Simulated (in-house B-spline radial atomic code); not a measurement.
A fraction x of an electron is moved 4p → 5d in Pr VI (Pr5+), starting from [Kr] 4d10 5s2 5p6 and keeping the highest spin. All numbers are computed (scalar-relativistic (X2C) SCAN, spin-polarised, spherical fractional occupations; Fermi nucleus of rms radius 4.8919 fm) with a B-spline radial code for spherical atoms, not measured.

| x | E(x) - E(0) (eV) | 4p down level (eV) | 5d up level (eV) |
| --- | --- | --- | --- |
| 0 | 0.0000 | -294.089 | - |
| 0.125 | 30.8101 | -295.557 | -48.601 |
| 0.25 | 61.7407 | -297.016 | -49.079 |
| 0.375 | 92.7945 | -298.457 | -49.533 |
| 0.5 | ? | ? | ? |
| 0.625 | ? | ? | ? |
| 0.75 | 186.6973 | -302.702 | -50.812 |
| 0.875 | 218.2444 | -304.081 | -51.221 |
| 1 | 249.9119 | -305.439 | -51.622 |

Problem. What belongs in the row x = 0.5?

Solution. An energy change of 123.9718 eV; 4p down at -299.882 eV, 5d up at -49.970 eV.

Problem. What belongs in the row x = 0.625?

Solution. An energy change of 155.2727 eV; 4p down at -301.299 eV, 5d up at -50.396 eV.

Problem. Check Janak's theorem between x = 0.125 and 0.25.

Solution. The slope of the energy is 247.44 eV; the orbital levels give 247.45 eV (ε of the receiving orbital less ε of the emptying one, averaged over the two points).
